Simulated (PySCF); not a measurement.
A GIAO shielding run with PySCF 2.14.0 with density-fitted response routines (density fitting, non-relativistic, gas phase) on SMILES CC[C@H]1C[C@H]([SiH2]O[SiH3])C1, C$_{6}$H$_{16}$OSi$_{2}$:

```
$ OMP_NUM_THREADS=1 python probes_run.py task.json out

{"job": {"kind": "nmr", "xc": "PBE0", "basis": "pcSseg-1"}, "charge": 0, "multiplicity": 1}
C     -3.330869    -0.918140     0.596646
C     -2.735273     0.429792     0.206318
C     -1.335191     0.281286    -0.370151
C     -0.571141     1.573599    -0.699037
C      0.678848     0.985481    -0.018924
Si     1.994906     0.350317    -1.226824
O      3.126236    -0.480727    -0.418449
Si     4.014573    -1.259435     0.686086
C     -0.210146    -0.112148     0.600616
H     -4.326098    -0.792074     1.017161
H     -2.703894    -1.409572     1.337163
H     -3.404719    -1.566916    -0.273564
H     -3.376917     0.913042    -0.535341
H     -2.696884     1.078776     1.084723
H     -1.364773    -0.389147    -1.232152
H     -0.477993     1.824555    -1.754551
H     -0.975719     2.435876    -0.169503
H      1.127918     1.650833     0.722638
H      2.691334     1.461601    -1.876540
H      1.428502    -0.597263    -2.187853
H      4.776432    -0.246700     1.414767
H      4.871101    -2.164094    -0.076668
H      3.104298    -1.984624     1.572752
H     -0.470480     0.095320     1.638574
H      0.155014    -1.135494     0.528632
```

Hardware: 1 thread of an Arm Neoverse N1, shared host. The job also computes population analyses, field gradients, ring-centre shieldings.

(1) How large is the calculation?

(2) How long does it take, and how much memory does it need?

## Answers

(1) 88 electrons, 247 basis functions and 1325 auxiliary functions.

(2) 93 s of wall time, with 14 SCF cycles and 4 response iterations; peak memory 1.2 GiB. Times on a shared host scatter by some tens of per cent.
